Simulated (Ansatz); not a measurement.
C3H9ClMoO4 (`C[O][Mo](=[O])([Cl])([O]C)[O]C`) at its PBE0-D4/def2-TZVP geometry, where that method's forces vanish. Charge 0, multiplicity 1. Mo takes the def2 core potential.

```json
{"atom": "C1", "x (Å)": "0.862", "y (Å)": "2.528", "z (Å)": "-1.549"}
{"atom": "O2", "x (Å)": "0.732", "y (Å)": "1.151", "z (Å)": "-1.711"}
{"atom": "Mo3", "x (Å)": "-0.160", "y (Å)": "-0.276", "z (Å)": "-0.948"}
{"atom": "O4", "x (Å)": "-0.047", "y (Å)": "-1.431", "z (Å)": "-2.134"}
{"atom": "Cl5", "x (Å)": "-2.050", "y (Å)": "1.120", "z (Å)": "-1.154"}
{"atom": "O6", "x (Å)": "-1.234", "y (Å)": "-1.202", "z (Å)": "0.265"}
{"atom": "C7", "x (Å)": "-2.010", "y (Å)": "-0.873", "z (Å)": "1.375"}
{"atom": "O8", "x (Å)": "1.252", "y (Å)": "-0.431", "z (Å)": "0.279"}
{"atom": "C9", "x (Å)": "1.588", "y (Å)": "-1.511", "z (Å)": "1.109"}
{"atom": "H10", "x (Å)": "-0.131", "y (Å)": "2.991", "z (Å)": "-1.538"}
{"atom": "H11", "x (Å)": "1.373", "y (Å)": "2.754", "z (Å)": "-0.607"}
{"atom": "H12", "x (Å)": "1.444", "y (Å)": "2.929", "z (Å)": "-2.381"}
{"atom": "H13", "x (Å)": "-1.405", "y (Å)": "-0.395", "z (Å)": "2.154"}
{"atom": "H14", "x (Å)": "-2.804", "y (Å)": "-0.181", "z (Å)": "1.074"}
{"atom": "H15", "x (Å)": "-2.457", "y (Å)": "-1.786", "z (Å)": "1.776"}
{"atom": "H16", "x (Å)": "0.689", "y (Å)": "-2.004", "z (Å)": "1.494"}
{"atom": "H17", "x (Å)": "2.184", "y (Å)": "-1.137", "z (Å)": "1.945"}
{"atom": "H18", "x (Å)": "2.177", "y (Å)": "-2.247", "z (Å)": "0.552"}
```

(1) For each bond, give half the difference of the two atoms' forces along it (eV/Å; positive pushes the atoms apart) under PBE-D4, r2SCAN-D4, B3LYP-D4, ωB97M-V in def2-TZVPP. (Estimate.)

Results:

(1) Ansatz gave: 
| bond | length (Å) | PBE-D4 | r2SCAN-D4 | B3LYP-D4 | ωB97M-V |
| --- | --- | --- | --- | --- | --- |
| C1–O2 | 1.392 | -0.02 | 0.11 | 0.18 | 0.51 |
| C1–H10 | 1.096 | 0.12 | -0.04 | -0.09 | -0.16 |
| O2–Mo3 | 1.848 | 0.15 | 0.07 | 0.05 | -0.18 |
| Mo3–O4 | 1.659 | 1.24 | 0.71 | 0.45 | -0.54 |
| Mo3–Cl5 | 2.358 | -0.22 | -0.13 | 0.08 | 0.17 |
| Mo3–O8 | 1.878 | 0.22 | 0.09 | 0.10 | -0.07 |
| O6–C7 | 1.394 | 0.04 | 0.14 | 0.19 | 0.48 |
| C7–H13 | 1.096 | 0.09 | -0.04 | -0.08 | -0.12 |
| C7–H14 | 1.095 | 0.12 | -0.04 | -0.10 | -0.16 |
| C7–H15 | 1.093 | 0.08 | -0.06 | -0.11 | -0.13 |
| O8–C9 | 1.403 | 0.10 | 0.19 | 0.22 | 0.39 |
| C9–H16 | 1.095 | 0.11 | -0.05 | -0.09 | -0.12 |
| C9–H17 | 1.093 | 0.08 | -0.06 | -0.11 | -0.13 |
| C9–H18 | 1.095 | 0.09 | -0.05 | -0.09 | -0.12 |

B3LYP here is the variant with VWN-RPA as its local correlation; programs differ in this.
